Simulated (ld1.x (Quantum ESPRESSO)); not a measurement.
# ruthenium, ultrasoft: configuration errors across variants

```
Element                 : ruthenium (Ru)
Generator               : ld1.x (Quantum ESPRESSO) 7.5
Type                    : ultrasoft
Functional              : revPBE
Relativity              : scalar-relativistic
Frozen core             : [Ar] 3d10
Valence charge          : 16
Reference configuration : 4s2 4p6 4d7 5s1 5p0
Partial waves           : 4s (bound): rcut 1.30, rcutus 1.40 bohr; 5s (bound): rcut 1.30, rcutus 1.40 bohr; 4p (bound): rcut 1.50, rcutus 1.70 bohr; 5p (bound, empty): rcut 1.50, rcutus 1.70 bohr; 4d (bound): rcut 1.35, rcutus 1.85 bohr; 4d channel at 2.4 Ry: rcut 1.35, rcutus 1.85 bohr
Local potential         : all-electron potential smoothed inside 1.40 bohr (lloc = -2)
Core correction         : a·sin(br)/r model core, default radius (core density twice the valence density)
Augmentation charge     : built from norm-conserving waves at rcut, not smoothed further
```

All-electron excitation energies from the reference (eV): (1) 4s2 4p6 4d7 5s0 5p0 7.165; (2) 4s2 4p6 4d6 5s0 5p0 25.266; (3) 4s2 4p6 4d5 5s0 5p0 55.812; (4) 4s2 4p6 4d7 5s0.5 5p0 2.806; (5) 4s2 4p6 4d7 5s0 5p1 3.425; (6) 4s2 4p6 4d7.5 5s0.5 5p0 -0.338; (7) 4s2 4p6 4d6 5s1 5p1 5.674.

On the changes marked as counting shells twice: ld1.x takes every shell without a wave as core, so the model core holds the marked electrons as well and exchange and correlation see them twice. This cancels in the reference configuration, but the file is broken for other ones, and its errors say nothing about a proper core correction.

The overlap operator is not positive definite (basis up to 400 Ry) in “local potential all-electron potential smoothed inside 1.70 bohr (lloc = -1)”, “waves 4p (bound): rcut 1.50, rcutus 2.18 bohr; 5p (bound): rcut 1.50, rcutus 2.18 bohr”. Such files are unfit for use, however small their errors in these radial tests.

Tests that are not counted but printed errors over 1 eV. “waves 4p (bound): rcut 1.50, rcutus 2.18 bohr; 5p (bound): rcut 1.50, rcutus 2.18 bohr”: 4s2 4p6 4d5 5s0 5p0 (solver errors, printed error -1742 eV).

3 further variants failed, have other tests or too few solved ones, and are left out.

The file “base” misses its own reference levels by 0.9 eV. The file “local potential all-electron potential smoothed inside 1.70 bohr (lloc = -1)” misses its own reference levels by 0.9 eV. The file “waves 4p (bound): rcut 1.50, rcutus 2.18 bohr; 5p (bound): rcut 1.50, rcutus 2.18 bohr” misses its own reference levels by 0.9 eV. The file “local potential all-electron potential smoothed inside 1.92 bohr (lloc = -2)” misses its own reference levels by 0.9 eV. The file “type RRKJ; waves now 4p (bound): rc 1.70 bohr; 4d (bound): rc 1.85 bohr; 4s (bound): rc 1.40 bohr; local potential the s channel (5s counted twice)” misses its own reference levels by 0.4 eV.

Errors AE − PS in meV (a dash: test not solved or not reliable):

```tsv
change	(1)	(2)	(3)	(4)	(5)	(6)	(7)	bound ghosts
base	+1386	+1383	+1340	+574	+979	+747	-1046	not determined
local potential all-electron potential smoothed inside 1.70 bohr (lloc = -1)	+1277	+1253	+1093	+537	+946	+708	-793	not determined (overlap not positive)
waves 4p (bound): rcut 1.50, rcutus 2.18 bohr; 5p (bound): rcut 1.50, rcutus 2.18 bohr	+1384	+1366	–	+574	+1042	+745	–	not determined (overlap not positive)
local potential all-electron potential smoothed inside 1.92 bohr (lloc = -2)	+1384	+1387	+1371	+571	+981	+742	-1023	not determined
type RRKJ; waves now 4p (bound): rc 1.70 bohr; 4d (bound): rc 1.85 bohr; 4s (bound): rc 1.40 bohr; local potential the s channel (5s counted twice)	-667	-1082	-1546	-278	-403	-203	+154	none
```

Q: Give the same row for: wave 4d channel at 2.4 Ry: rcut 1.35, rcutus 1.85 bohr becomes 4d channel at 0.87 Ry: rcut 1.35, rcutus 1.85 bohr.

A: +1386, +1383, +1338, +574, +979, +747, -1046; bound ghosts: not determined.
